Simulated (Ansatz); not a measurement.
A run for Ansatz (a quantum-chemistry and plane-wave program): R-revPBE/def2-TZVPPD on N2 (SMILES N#N) with ghost functions. Files ending in .json are basis or fitting sets from the Basis Set Exchange.

Ansatz 0.2 input:
```yaml
crystal:
  periodic: [false, false, false]
  atoms:
    - {symbol: N, position_ang: [-0.43196087, 0.02126841, -0.04456278]}
    - {symbol: N, position_ang: [0.49950556, 0.05338491, -0.61087476]}
basis:
  gaussian:
    orbitals: def2-TZVPPD.json
    ghost_atoms:
      - {symbol: C, position_ang: [-0.38878277, -0.57354343, 3.42980110]}
      - {symbol: F, position_ang: [0.82840653, -0.54719324, 2.75736416]}
      - {symbol: H, position_ang: [-1.18848942, -0.38937116, 2.71199217]}
      - {symbol: H, position_ang: [-0.51336985, -1.55451909, 3.89000527]}
      - {symbol: H, position_ang: [-0.38268874, 0.20320699, 4.19546880]}
hamiltonian:
  xc: {name: revPBE}
scf: {lower_state_search: off}
```

Program output:

```
WARN ansatz: RAYON_NUM_THREADS=1 ignored (pool sized by the plan → 1); use --threads N
Functional definition: revPBE
these checks for a lower state are left out or cut short: stability, starts, cluster_reference, orbital_swaps, neighbouring_geometries, increment
integrals: 0.08 GiB planned
862 factors; their error is unknown
mean field: 0.69 GiB planned
mean field evaluation 1: about -2979.1659 eV, gradient 3.1e1 eV
mean field evaluation 2: about -2979.3184 eV, gradient 2.8e1 eV
mean field evaluation 4: about -2980.9702 eV, gradient 6.5e-2 eV
mean field evaluation 8: about -2980.9651 eV, gradient 1.9e-3 eV
mean field -2980.96513625 eV, -109.5484481865 hartree, gradient 5.3e-7 eV, S^2 0.000000; 0 other end points of the search recorded, 0 dependent functions left out
reference -2980.96517315 eV, -109.5484495425 hartree; 7, 7 occupied and 195, 195 virtual orbitals, 862 factors
Total energy: -2980.96517315 eV, -109.5484495425 hartree
Checks for a lower state left out: stability, starts, cluster_reference, orbital_swaps, neighbouring_geometries, increment
```

The calculation finished and met its thresholds.

Cost: around 1.7 core-seconds (rough).
